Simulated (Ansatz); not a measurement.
`[SiH3]B[SiH2]Cl` + `CO[SiH2]N` → `N[SiH2][SiH2]Cl` + `COB[SiH3]`  (redistribution)

Calculated with Ansatz (gas phase, PBE0-D4/def2-TZVP geometries, no zero-point term in ΔE). CBS: MP2 limit from def2 TZ/QZ plus the TZ coupled-cluster correction, frozen cores. This one scheme is used for every species. Functionals use def2-TZVPP. One conformer a species, not always the lowest.

`[SiH3]B[SiH2]Cl`:

Z-matrix (Å, degrees):
```
Si
B 1 2.010
H 1 1.489 2 111.5
H 1 1.488 2 114.1 3 123.7
H 1 1.493 2 105.9 3 -117.6
Si 2 1.996 1 120.2 3 -134.9
H 2 1.195 1 118.0 3 46.1
Cl 6 2.064 2 115.2 1 -173.5
H 6 1.490 2 108.1 1 66.2
H 6 1.488 2 110.2 1 -51.8
```

`CO[SiH2]N`:

Z-matrix (Å, degrees):
```
C
O 1 1.406
H 1 1.096 2 111.5
H 1 1.097 2 111.6 3 121.4
H 1 1.092 2 108.5 3 -119.3
Si 2 1.645 1 122.7 3 -65.4
N 6 1.706 2 116.5 1 62.3
H 6 1.489 2 109.1 1 -56.3
H 6 1.479 2 103.1 1 -177.3
H 7 1.005 6 122.3 2 -93.4
H 7 1.006 6 123.2 2 68.6
```

`N[SiH2][SiH2]Cl`:

Z-matrix (Å, degrees):
```
Si
Si 1 2.342
N 1 1.718 2 105.7
H 1 1.495 2 108.2 3 -125.3
H 1 1.488 2 110.9 3 117.7
Cl 2 2.076 1 106.4 3 45.5
H 2 1.485 1 113.6 3 163.4
H 2 1.485 1 113.3 3 -71.8
H 3 1.008 1 118.9 2 -45.8
H 3 1.007 1 120.6 2 170.4
```

`COB[SiH3]`:

Z-matrix (Å, degrees):
```
C
O 1 1.416
H 1 1.091 2 108.7
H 1 1.091 2 108.7 3 -118.3
H 1 1.093 2 111.1 3 120.9
B 2 1.341 1 122.5 3 -121.0
Si 6 2.025 2 119.1 1 -179.9
H 6 1.208 2 118.8 1 0.0
H 7 1.492 6 110.0 2 -122.4
H 7 1.492 6 109.9 2 120.3
H 7 1.489 6 113.5 2 -1.0
```

```tsv
level	ΔE (kJ/mol)
ωB97M-V	-46.5
PBE	-61.4
SCS-MP2/def2-QZVPP	-42.6
MP2/CBS(def2)	-43.9
```

(1) What does CCSD(T)/CBS give? (Best estimate.)

Largest T1 diagnostic among the species: 0.014.

## Answers

(1) Computed: -45.2 kJ/mol. The listed levels differ from it by -1.3, -16.2, 2.6, 1.3 kJ/mol.

From PBE to PBE0 (25 % exact exchange), in def2-TZVPP and without D4, ΔE moves by +6.4 kJ/mol. In def2-TZVPP, CCSD(T) changes the Hartree–Fock value by −14.1 kJ/mol (the triples alone add −3.4 kJ/mol) and MP2 by −12.8 kJ/mol.
